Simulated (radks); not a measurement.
Sm4+, configuration [Xe] 4f3 6p1 (not the ground configuration). Method: Dirac Kohn-Sham, PBE, spin-unpolarised, spherical densities, finite nucleus; open shells fill j = l - 1/2 first; Fermi nuclear charge, rms radius 5.0819 fm; computed with a radial shooting solver on a logarithmic mesh with Libxc functionals.

Spin-orbit splittings of the eigenvalues, e(l+1/2) - e(l-1/2), with zeta = 2 splitting/(2l+1) and mean radii in bohr:

shell  occ.  splitting (eV)  zeta (eV)  <r> j=l-1/2  <r> j=l+1/2
2p        6           602.6      401.8      0.08074      0.08737
3p        6               ?          ?       0.2443       0.2570
3d       10           26.46      10.59       0.2287       0.2327
4p        6           27.33      18.22       0.5885       0.6163
4d       10           4.977      1.991       0.6525       0.6620
4f        3          0.7126     0.2036       0.8010       0.8073
5p        6           4.737      3.158        1.429        1.495
6p        1           1.043     0.6955        3.160        3.270

Estimate the 3p splitting.

Answer. 122.0 eV (zeta = 81.31 eV).
